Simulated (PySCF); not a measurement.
**Static response to an electric field**

Compound: C₄H₄ClF₃O.
Atom-mapped SMILES: `[CH3:1][C@H:2]([F:3])[C:4]([F:5])([F:6])[C:7](=[O:8])[Cl:9]` (hydrogens: H10, H11, H12 on C1; H13 on C2)

Geometry (GFN2-xTB, Å), atoms numbered from 1 in this order:
```xyz
13
C4H4ClF3O angstrom
C     -1.7827    0.1840    0.2469
C     -0.2957    0.2747    0.5308
F      0.1151    1.5864    0.5200
C      0.5452   -0.4943   -0.5163
F      0.3694   -1.8257   -0.3117
F      0.1165   -0.2574   -1.7730
C      2.0406   -0.1590   -0.3442
O      2.6880   -0.5375    0.5732
Cl     2.6538    0.8671   -1.5879
H     -2.0969   -0.8549    0.2862
H     -1.9999    0.5916   -0.7376
H     -2.3245    0.7559    0.9952
H     -0.0332   -0.1304    1.5168
```

Level: CAM-B3LYP/def2-SVPD (PySCF), static field, nuclei fixed, core orbitals frozen in the response. The polarisability tensor in these axes (au):

```
x   72.92  2.91 -4.27
y    2.91 61.63 -7.13
z   -4.27 -7.13 66.47
```

Diagonalise the tensor; give its mean and Δα, where Δα² is half the sum of the squared differences of the eigenvalues.

Principal values 56.52, 67.04 and 77.46 au; mean 67.01 au = 9.93 Å³ = 11.05 × 10⁻⁴⁰ C²·m²/J; Δα = 18.13 au (27 % of the mean).

What is the dipole moment, and where does it point?

(-2.33, 0.01, 0.33) D, 2.36 D in size, pointing from the negative to the positive side. Measured along this direction, the outermost atoms are Cl9 at the negative end and H12 at the positive end.

Molar refractivity from α?

Lorentz–Lorenz: R = (4π/3)N_A α = 2.5225 cm³/(mol·Å³) × 9.93 Å³ = 25.0 cm³/mol, in the limit of long wavelengths.

Traceless (Buckingham) quadrupole moment about the centre of nuclear charge: eigenvalues?

-5.57, -4.92, 10.49 D·Å. The values depend on the origin, since the dipole doesn't vanish. The electronic extent ⟨r²⟩ about the same centre is 1281 bohr², a root-mean-square distance of 2.12 Å for the 80 electrons.

Form Σ f/ω² (atomic units) for the 8 lowest TDDFT singlets, given as eV and f, and set it beside the mean polarisability, which is this sum over all singlets: 4.84, 0.0017; 6.23, 0.0019; 6.89, 0.0420; 7.68, 0.0312; 8.12, 0.0011; 8.33, 0.0253; 8.49, 0.0048; 8.78, 0.2726.

They add up to 4.08 au, 6.1 % of the 67.01 au; the largest single term is 2.62 au, from the state at 8.78 eV. Terms in order: 0.05, 0.04, 0.65, 0.39, 0.01, 0.27, 0.05, 2.62 au. Higher excitations give the rest. The strengths listed sum to 0.381.

How large is μ²/3kT at 400 K beside α?

In Gaussian units μ²/3kT = 33.48 Å³ against 9.93 Å³, a ratio of 3.37; the Debye molar polarisation (4π/3)N_A(α + μ²/3kT) is 109.5 cm³/mol, leaving out the vibrational part.

Rayleigh depolarisation ratio (linearly polarised light, static tensor)?

ρ = 3Δα²/(45ᾱ² + 4Δα²) = 986.6/(202046 + 1315.5) = 0.00485.

Isolated species at its GFN2-xTB geometry (one conformer only).
